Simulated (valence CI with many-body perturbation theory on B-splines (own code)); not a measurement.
Results of a calculation; reference values are marked as such.
# A CI+MBPT run for Tl50+

Method: relativistic CI+MBPT: three valence electrons over a frozen Dirac-Fock core [Ar] 3d10, radial functions for each j: 11 s, 11 p, 10 d, 8 f, 5 g, 2 h, with the one-electron correlation potential Σ1 (screened to all orders), the two-electron term Σ2, the three-electron term Σ3, Breit, model QED; selected single and double excitations, second order for the rest, scaled by the run's own slope (own B-spline code, finite nucleus).

Command, and the settings that its task file holds:

```sh
python run_cv.py task.json out
```

```
atom Tl  Z=81  mass_number=205  rms_radius_fm=5.4759
core [Ar] 3d10
valence 4s2 4p1
avg = 1
basis = M
breit = 1
cap = 32000
capref = 2000
cscale = 1
de = 0.0
dress = 0
eps = 2e-08
extrap = 1
h = 0.27
hh = 1
l2 = 3
lcore = 6
maxit = 60
n2 = 5
natural = 1
nlev = 150
nno = [5, 5, 5, 4, 2, 1]
nroot = 36
nsp = [6, 6, 5, 4, 3, 1]
pt2 = 1
qed = 1
rpa = 1
s1 = 1
s2 = 1
s3 = 1
screen = 1
tol = 2e-05
whole = 1
```

It took 54 s on 1 thread of AMD EPYC 9R45 96-Core Processor (Zen 5), with other jobs on the host.

Log. The first blocks belong to the next ion, which gives the ionisation energy. Fields: 2J, parity (1 odd), roots, reference size, generating configurations, candidates as configurations/state functions, variational space P, stored matrix elements, Davidson steps; e2 is the range of second-order energies in hartree. The first line gives the box (bohr), its intervals, the orbitals and the steps of their self-consistent field. Window is the range of levels sought, series limit the energy at which the first omitted orbital would enter, core excitation an estimate of the first excitation out of the core, left out the lowest levels not solved, and shifts from estimates the range by which levels moved from their first estimate, all in cm⁻¹.

```
rmax 4.5 intervals 58 orbitals 83 references ['4s2 4p', '4s 4p2', '4s2 4d', '4p3', '4s2 4f'] scf 3 t 0.7
2J=0 par=0 roots 2 ref 18 generators 3 cand 398/398 P 390/390 nnz 0 it 0
2J=0 par=0 roots 2 ref 18 generators 4 cand 26/26 P 410/410 nnz 0 it 0
   second order: generators 8 cand 6/6 e2 -0.00000 -0.00000
reference levels 1209, estimated 448, window 8267955 1/cm; series limit 17755232, core excitation 16520782
2J=1 par=1 roots 15 ref 79 generators 20 cand 6622/10568 P 4354/6400 nnz 4.6e+06 it 5
2J=1 par=1 roots 15 ref 79 generators 26 cand 4973/8214 P 6857/10593 nnz 1.2e+07 it 5
   second order: generators 35 cand 4314/6838 e2 -0.00001 -0.00000
2J=1 par=0 roots 13 ref 78 generators 24 cand 8155/12629 P 4306/6399 nnz 4.8e+06 it 5
2J=1 par=0 roots 13 ref 78 generators 30 cand 6709/10527 P 6109/9356 nnz 9.7e+06 it 5
   second order: generators 35 cand 7128/11219 e2 -0.00002 -0.00000
2J=3 par=1 roots 26 ref 131 generators 25 cand 8560/19791 P 3259/6399 nnz 5e+06 it 5
2J=3 par=1 roots 26 ref 131 generators 33 cand 8130/19619 P 8598/19328 nnz 3.8e+07 it 7
   second order: generators 46 cand 5392/13053 e2 -0.00001 -0.00000
2J=3 par=0 roots 21 ref 129 generators 25 cand 8357/19215 P 3126/6399 nnz 5.3e+06 it 5
2J=3 par=0 roots 21 ref 129 generators 30 cand 7068/16724 P 7410/16385 nnz 3e+07 it 6
   second order: generators 38 cand 5277/13001 e2 -0.00002 -0.00000
2J=5 par=0 roots 23 ref 141 generators 23 cand 9086/24109 P 2802/6398 nnz 5.4e+06 it 5
2J=5 par=0 roots 23 ref 141 generators 30 cand 7964/21841 P 8037/20425 nnz 4.4e+07 it 7
   second order: generators 38 cand 5524/16406 e2 -0.00002 -0.00000
2J=5 par=1 roots 28 ref 139 generators 23 cand 9279/24760 P 2904/6399 nnz 5.1e+06 it 5
2J=5 par=1 roots 28 ref 139 generators 31 cand 7872/21789 P 8910/23191 nnz 5.6e+07 it 7
   second order: generators 47 cand 4615/13610 e2 -0.00001 -0.00000
2J=7 par=1 roots 22 ref 118 generators 18 cand 9142/25387 P 2871/6400 nnz 5.1e+06 it 4
2J=7 par=1 roots 22 ref 118 generators 28 cand 8915/26938 P 8301/22376 nnz 5.4e+07 it 5
   second order: generators 43 cand 4891/15748 e2 -0.00002 -0.00000
2J=9 par=1 roots 13 ref 77 generators 15 cand 7919/21595 P 3062/6400 nnz 5e+06 it 6
2J=9 par=1 roots 13 ref 77 generators 22 cand 7528/23062 P 7162/18467 nnz 3.9e+07 it 8
   second order: generators 35 cand 4834/15772 e2 -0.00002 -0.00001
2J=7 par=0 roots 16 ref 114 generators 17 cand 9019/24868 P 2818/6400 nnz 5.3e+06 it 4
...
2J=11 par=0 roots 2 ref 39 generators 7 cand 4884/13379 P 3492/7510 nnz 7.1e+06 it 4
   second order: generators 13 cand 5350/15745 e2 -0.00003 -0.00002
2J=11 par=1 roots 6 ref 41 generators 7 cand 6092/15776 P 3051/6400 nnz 5.9e+06 it 5
2J=11 par=1 roots 6 ref 41 generators 17 cand 7118/20946 P 4937/11794 nnz 1.9e+07 it 5
   second order: generators 22 cand 5232/15552 e2 -0.00002 -0.00001
2J=13 par=1 roots 2 ref 14 generators 6 cand 4156/9754 P 1874/3778 nnz 2.4e+06 it 4
2J=13 par=1 roots 2 ref 14 generators 7 cand 4937/12701 P 2869/6267 nnz 6.4e+06 it 4
   second order: generators 13 cand 5058/13244 e2 -0.00003 -0.00001
left out: unestimated 11983465, estimated 8748777, shifts from estimates -4 to 27
operators 1.8
```

The Davidson iterations converged.

No measured spectrum was set against this ion. As an estimate, large intervals hold to a few tenths of a per cent, small ones and those within an open d or f shell to about a per cent.

- Valence energy: -337.7755 hartree
- Ionisation energy: 2925.9 eV (NIST: 2925 ± 4 eV (theoretical))
- Reference configurations for the orbitals: 4s2 4p, 4s 4p2, 4s2 4d, 4p3, 4s2 4f
- Radial orbitals: 83
- Box radius: 4.548 bohr
- Largest variational space: 23191
- Lowest levels: (4s^2 4p1/2) J=1/2 0.000, (4s 4p1/2^2) J=1/2 8.478, (4s^2 4p3/2) J=3/2 11.699, (4s 4p1/2 4p3/2) J=3/2 [a] 19.030, (4s 4p1/2 4p3/2) J=5/2 19.748, (4s 4p1/2 4p3/2) J=3/2 [b] 20.741, (4s 4p1/2 4p3/2) J=1/2 20.916, (4s^2 4d3/2) J=3/2 25.410, (4s^2 4d5/2) J=5/2 27.693, (4p1/2^2 4p3/2) J=3/2 29.197, (4s 4p3/2^2) J=5/2 31.271, (4s 4p1/2 4d3/2) J=3/2 [a] 32.083, (4s 4p3/2^2) J=1/2 32.601, (4s 4p1/2 4d3/2) J=5/2 32.723 Ry

Levels are named by their leading jj configuration (3d3/2^4 stands for four electrons in 3d with j = 3/2), which in mixed levels can hold well under half, so a name can repeat and another be missing. Letters in brackets count levels of one name in rising energy.
